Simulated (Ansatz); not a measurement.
## Relaxing a trial structure of AlClH4Si2

The starting geometry of this gas-phase singlet was optimised with GFN2-xTB.

```csv
atom,x (Å),y (Å),z (Å)
Al,-0.8538,1.4740,-0.1183
Cl,0.0137,1.8952,1.6830
Si,-0.5487,-0.7108,-1.1376
Si,0.8595,0.9153,-1.9685
H,-1.9836,2.5703,-0.3082
H,-1.5428,-0.7012,-2.2831
H,1.2457,1.7037,-3.1668
H,2.1492,1.0058,-1.2421
```

**Question.** Predict what becomes of its bonds when it is optimised with PBE-D3(BJ)/def2-SVP.

**Answer.** A bond breaks, giving a structure given below by its coordinates. Contacts that open: Al1–Si4 (2.58 → 3.07 Å).

The energy falls by 0.60 eV over 14 steps:

| step | E − E(last) (eV) |
| --- | --- |
| 1 | 0.595 |
| 2 | 0.144 |
| 4 | 0.029 |
| 5 | 0.023 |
| 7 | 0.001 |
| 8 | 0.001 |
| 10 | 0.000 |
| 11 | 0.000 |
| 13 | 0.000 |
| 14 | 0.000 |

Final geometry (Å):

```xyz
8

Al   -1.0815    1.4890    0.0954
Cl    0.3070    1.9603    1.6401
Si   -0.6308   -0.4366   -1.2894
Si    1.0646    0.8041   -1.9961
H    -2.4311    2.3359    0.0398
H    -1.4975   -0.3798   -2.5402
H     1.4540    1.1103   -3.4214
H     2.1544    1.2691   -1.0697
```

Frequencies at the end are all real (lowest 62 cm⁻¹). Run with Ansatz 0.2.0, 73 s on 1 thread of AMD EPYC (Zen 3) (shared host).
